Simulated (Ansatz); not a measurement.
`C[CH2][Mg][NH2]`, relaxed with RKS PBE-D4/def2-SVP in the Gaussian-basis code of Ansatz from a rough embedded geometry. The force threshold is 0.03 eV/Å; the program also tests the step.

The species carries charge 0 and has multiplicity 1.

Start:

```xyz
11

C     0.662   -0.803    1.431
C     0.700   -1.081    0.006
Mg   -0.436    0.450   -1.003
N    -1.457    1.993   -2.066
H    -0.408   -0.801    1.844
H     1.240   -1.582    2.053
H     1.124    0.202    1.690
H     0.271   -2.033   -0.225
H     1.797   -1.088   -0.351
H    -2.437    1.910   -1.634
H    -1.056    2.834   -1.743
```

(1) By how much does the energy fall, and how many steps does the optimiser take? (Best estimate.)

(2) Which bonds change most? (Best estimate.)

(3) Give the relaxed structure. (Estimate.)

## Answers

(1) Computed: 15.24 kcal/mol, in 8 steps.

(2) The calculation gave: Mg3–N4 from 2.134 to 1.910 Å; C1–C2 from 1.452 to 1.538 Å; N4–H10 from 1.075 to 1.025 Å; C2–H8 from 1.069 to 1.114 Å.

(3) Ansatz gave: 
```xyz
11

C     0.733   -0.892    1.562
C     0.638   -0.956    0.028
Mg   -0.470    0.581   -0.922
N    -1.465    1.961   -1.789
H    -0.265   -0.938    2.049
H     1.330   -1.729    1.993
H     1.210    0.046    1.917
H     0.198   -1.930   -0.286
H     1.660   -0.955   -0.417
H    -2.467    1.951   -2.009
H    -1.103    2.860   -2.125
```
